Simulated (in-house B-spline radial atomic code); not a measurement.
## Ionising Ti⁺ with different functionals

Computed with a radial B-spline atomic code at the basis-set limit: non-relativistic Hamiltonian, point nucleus, spin-polarised at highest spin, spherical fractional occupations for the functionals, and exact exchange of hybrids averaged over the configuration. The ionisation energy is the difference of two self-consistent energies, [Ar] 3d2 4s1 → [Ar] 3d2, without Breit or QED terms; ε is the level of the shell that loses the electron (its least bound occupied spin orbital).

```
   method                    rung  ΔSCF (eV)  -ε(4s) (eV)
     PBE0           global hybrid      13.73        11.48
    B3LYP           global hybrid          ?            ?
    TPSSh           global hybrid      13.61        11.02
   M06-2X           global hybrid      13.49        11.90
BHandHLYP           global hybrid      13.53        11.97
  r2SCAN0           global hybrid      13.68        11.65
    B97-1           global hybrid      13.41        11.10
    HSE06  range-separated hybrid      13.79        11.15
    wB97X  range-separated hybrid      13.20        13.05
CAM-B3LYP  range-separated hybrid          ?            ?
  LC-wPBE  range-separated hybrid      13.48        13.51
```

(1) What does CAM-B3LYP give?

(2) What does B3LYP give?

(3) Among the functionals, which spreads more, the ΔSCF values or the orbital energies?

(4) How do they compare with the NIST value?

Answers

(1) ΔSCF 13.78 eV, and -ε(4s) = 12.53 eV.

(2) ΔSCF 13.91 eV, and -ε(4s) = 11.39 eV.

(3) The orbital energies: ΔSCF values span about 0.71 eV and the orbital energies 2.48 eV.

(4) NIST lists 13.575 eV ± 0.0025 (measured, ground level to ground level). Errors run from -0.37 to +0.33 eV; TPSSh is closest (+0.03 eV), but part of that can be cancellation, since the calculations leave out relativity, Breit-QED terms, multiplet and fine-structure energies.
